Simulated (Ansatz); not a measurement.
Isomers of Rb$_{5}$H$_{4}$ (doublet), relaxed with B3LYP-D4/def2-SVP; total energies from Ansatz at ωB97X-V/def2-TZVP.

| isomer | description | energy (Eh) |
| --- | --- | --- |
| A | point group not assigned; 13 × H–Rb 2.74 to 2.88 Å | -122.81594 |
| B | point group C4v; 12 × H–Rb 2.67 to 2.91 Å | -122.80581 |
| C | point group not assigned; 1 × Rb–Rb 5.21 Å; 9 × H–Rb 2.58 to 2.94 Å | -122.78420 |
| D | point group Cs; 1 × Rb–Rb 4.93 Å; 8 × H–Rb 2.60 to 2.63 Å | -122.78307 |

In the def2 sets Rb takes a core potential; there is no spin–orbit coupling.

The isomers come from a short search, and lower ones may exist.

**Question.** Work out the relative energies (1 Eh = 2625.5 kJ/mol) and the Boltzmann populations at 298 K from electronic energies alone (R = 8.314 J/mol/K).

**Answer.** ΔE: A 0.0, B 26.6, C 83.3, D 86.3 kJ/mol. RT = 2.48 kJ/mol. Factors exp(−ΔE/RT): A 1, B 2.2e-05, C 2.59e-15, D 7.71e-16; sum 1.000. Populations: A 100.0 %, B 0.0 %, C 0.0 %, D 0.0 %. Zero-point energy, vibrational entropy and symmetry numbers are left out and can shift these; an error of 4 kJ/mol changes a ratio by a factor of 5.0. Over the other density-functional and correlated levels in def2 sets, the gap between A and B ranges from 18 to 33 kJ/mol.
